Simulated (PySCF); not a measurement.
Isomers of C6H6N4.

All values: PBE0/pcSseg-1 (PySCF) at GFN2-xTB geometries, gas phase, one conformer each.

(1) Rank by HOMO energy, highest first.
A. `Cc1nnc(C)c(C#N)n1`
B. `[N:1]#[C:2][c:3]1[cH:4][n:5][n:6]([CH:7]2[CH2:8][CH2:9]2)[n:10]1` with N5–N6–C7–C8 147°
C. `Cc1c(nnnc1C)C#N`

(2) Rank by dipole moment, lowest first.
A. `[N:1]#[C:2][c:3]1[cH:4][n:5][n:6]([CH:7]2[CH2:8][CH2:9]2)[n:10]1` with N5–N6–C7–C8 147°
B. `CC1=C(C)C(C#N)=NN=N1`
C. `Cc1nnc(C)c(C#N)n1`

(3) Rank by the highest Hirshfeld charge on any atom, highest value first.
A. `Cc1nnnc(C#N)c1C`
B. `[CH2:1]=[CH:2][c:3]1[n:4][n:5]([CH3:6])[n:7][c:8]1[C:9]#[N:10]` with C1–C2–C3–N4 0°
C. `Cc1nc(c(nn1)C)C#N`

Answers

(1) A (-7.30 eV), C (-7.52 eV), B (-7.81 eV).

(2) C (1.29 D), A (4.84 D), B (6.29 D).

(3) C (+0.131 e), B (+0.115 e), A (+0.089 e).

All values together:

| SMILES | μ (D) | HOMO (eV) | LUMO (eV) | lowest IAO charge (e) | highest IAO charge (e) | lowest Hirshfeld charge (e) | highest Hirshfeld charge (e) |
| --- | --- | --- | --- | --- | --- | --- | --- |
| Cc1nnc(C)c(C#N)n1 | 1.29 | -7.30 | -3.00 | -0.442 (C) | +0.247 (C) | -0.177 (N) | +0.131 (C) |
| Cc1nnnc(C#N)c1C | 6.29 | -7.52 | -2.71 | -0.439 (C) | +0.181 (H) | -0.179 (N) | +0.089 (C) |
| C=Cc1nn(C)nc1C#N | 4.95 | -7.34 | -1.45 | -0.315 (C) | +0.182 (N/H) | -0.203 (N) | +0.115 (N) |
| N#Cc1cnn(C2CC2)n1 | 4.84 | -7.81 | -1.27 | -0.291 (C) | +0.188 (N/H) | -0.204 (N) | +0.118 (N) |

Conformers: `[CH2:1]=[CH:2][c:3]1[n:4][n:5]([CH3:6])[n:7][c:8]1[C:9]#[N:10]` with C1–C2–C3–N4 0°; `[N:1]#[C:2][c:3]1[cH:4][n:5][n:6]([CH:7]2[CH2:8][CH2:9]2)[n:10]1` with N5–N6–C7–C8 147°.
